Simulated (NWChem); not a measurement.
Species: BF₂ cation

```xyz
3

F      0.0000     0.0000    -1.2264
B      0.0000     0.0000     0.0000
F      0.0000     0.0000     1.2264
```
Atoms are numbered in this order, from 1.

All runs: NWChem. Pople sets run with spherical d functions. The geometry was optimised at PBE0-D3(BJ)/def2-TZVP. Core excitations by TDA in a window of 1s orbitals, non-relativistic and unshifted: absolute energies depend strongly on the exact-exchange share.

### Question
What does the run give for B K edge, PBE0/6-311G**? Quantities: first 1s excitation (eV); dipole oscillator strength of the first; first state with f > 0.002 (eV); dipole oscillator strength of that state.

### Answer
```yaml
first 1s excitation (eV): 187.4
dipole_oscillator_strength_of_the_first: 0.0959
first state with f > 0.002 (eV): 187.4
dipole_oscillator_strength_of_that_state: 0.0959
```
